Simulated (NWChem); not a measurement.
Species: BiH2O2F; SMILES [OH][Bi]([OH])[F]

```xyz
6

Bi    -0.0243    -0.0945    -0.2474
F      0.1435     1.9192     0.0390
O     -1.6177    -0.4117     1.0351
H     -1.3840    -0.2071     1.9509
O      1.4991    -0.4394     1.1189
H      1.7446     0.4064     1.5212
```
Atoms are numbered in this order, from 1.

Level: PBE0/def2-SVP with def2 effective core potentials on Bi (NWChem), optimised geometry, unscaled harmonic frequencies. def2 effective core potentials on Bi; no spin-orbit coupling.

```tsv
frequency (cm⁻¹)	IR intensity (km/mol)
105	21.7
153	19.7
183	21.0
286	117.8
295	104.6
570	72.2
580	109.7
598	47.7
809	62.5
840	29.1
3844	78.8
3860	81.3
```

```json
{
 "zero_point_energy": "17.3 kcal/mol",
 "thermal correction to the enthalpy at 298.15 K (with zero-point energy)": "21.9 kcal/mol",
 "heat capacity Cv": "19.5 cal/(mol K)",
 "entropy at 298.15 K and 1 atm (symmetry number 1)": "82.0 cal/(mol K)"
}
```

Rigid rotor and harmonic oscillator.
